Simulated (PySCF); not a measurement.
Species: C4H10Si.
SMILES with atom numbers: `[CH3:1][CH:2]1[CH2:3][SiH2:4][CH2:5]1` (hydrogens: H6, H7, H8 on C1; H9 on C2; H10, H11 on C3; H12, H13 on Si4; H14, H15 on C5)

The closed-shell ground state was solved at several levels (PySCF, density fitting, gas phase, non-relativistic). Isolated species at its PBE0-D3(BJ)/def2-SVP geometry (one conformer only).

```json
{"level": "PBE0/STO-3G", "basis functions": "39", "HOMO (eV)": "-6.03", "LUMO (eV)": "7.12", "gap (eV)": "13.15", "dipole (D)": "0.43"}
{"level": "BP86/pcSseg-1", "basis functions": "142", "HOMO (eV)": "-6.74", "LUMO (eV)": "-0.19", "gap (eV)": "6.55", "dipole (D)": "0.58"}
{"level": "mPW1PW91/pcSseg-1", "basis functions": "142", "HOMO (eV)": "-7.90", "LUMO (eV)": "0.72", "gap (eV)": "8.62", "dipole (D)": "0.48"}
{"level": "OPBE/pcSseg-1", "basis functions": "142", "HOMO (eV)": "-6.61", "LUMO (eV)": "0.04", "gap (eV)": "6.65", "dipole (D)": "0.61"}
{"level": "BHandHLYP/pcSseg-1", "basis functions": "142", "HOMO (eV)": "-9.01", "LUMO (eV)": "1.57", "gap (eV)": "10.58", "dipole (D)": "0.37"}
{"level": "LDA/pcSseg-1", "basis functions": "142", "HOMO (eV)": "-6.74", "LUMO (eV)": "-0.35", "gap (eV)": "6.39", "dipole (D)": "0.60"}
{"level": "B97-2/pcSseg-1", "basis functions": "142", "HOMO (eV)": "-7.62", "LUMO (eV)": "0.71", "gap (eV)": "8.33", "dipole (D)": "0.49"}
{"level": "B97-D/pcSseg-1", "basis functions": "142", "HOMO (eV)": "-6.61", "LUMO (eV)": "0.00", "gap (eV)": "6.61", "dipole (D)": "0.54"}
{"level": "B3LYP/pcSseg-1", "basis functions": "142", "HOMO (eV)": "-7.66", "LUMO (eV)": "0.49", "gap (eV)": "8.15", "dipole (D)": "0.46"}
{"level": "PBE0/pcSseg-1", "basis functions": "142", "HOMO (eV)": "-7.87", "LUMO (eV)": "0.69", "gap (eV)": "8.56", "dipole (D)": "0.50"}
{"level": "LC-wPBE/pcSseg-1", "basis functions": "142", "HOMO (eV)": "-10.56", "LUMO (eV)": "2.88", "gap (eV)": "13.44", "dipole (D)": "0.39"}
{"level": "BLYP/pcSseg-1", "basis functions": "142", "HOMO (eV)": "-6.50", "LUMO (eV)": "-0.02", "gap (eV)": "6.48", "dipole (D)": "0.53"}
{"level": "KT3/pcSseg-1", "basis functions": "142", "HOMO (eV)": "-6.73", "LUMO (eV)": "-0.17", "gap (eV)": "6.56", "dipole (D)": "0.51"}
```

(1) Estimate the row for KT2/pcSseg-1, a basis of 142 functions; the other rows only guide the guess.

(2) Over all these levels, which gives the widest orbital gap and which the narrowest?

(3) In the pcSseg-1 basis, how does the gap go with the fixed share of exact exchange?

(4) How far do the dipole and the HOMO energy spread over the levels?

Answers

(1) HOMO -6.70 eV, LUMO -0.26 eV, gap 6.44 eV, dipole 0.54 D.

(2) LC-wPBE/pcSseg-1 (range-separated hybrid) has the widest, 13.44 eV, and LDA/pcSseg-1 (LDA) the narrowest, 6.39 eV. The two share the basis. From the narrowest to the widest the HOMO moves by -3.82 eV and the LUMO by +3.23 eV.

(3) LDA (0 %) 6.39 eV; KT2 (0 %) 6.44 eV; BLYP (0 %) 6.48 eV; BP86 (0 %) 6.55 eV; KT3 (0 %) 6.56 eV; B97-D (0 %) 6.61 eV; OPBE (0 %) 6.65 eV; B3LYP (20 %) 8.15 eV; B97-2 (21 %) 8.33 eV; PBE0 (25 %) 8.56 eV; mPW1PW91 (25 %) 8.62 eV; BHandHLYP (50 %) 10.58 eV. Each rise in the share widens the gap here.

(4) The dipole runs from 0.37 to 0.61 D (mean 0.50 D) and the HOMO from -10.56 to -6.03 eV.
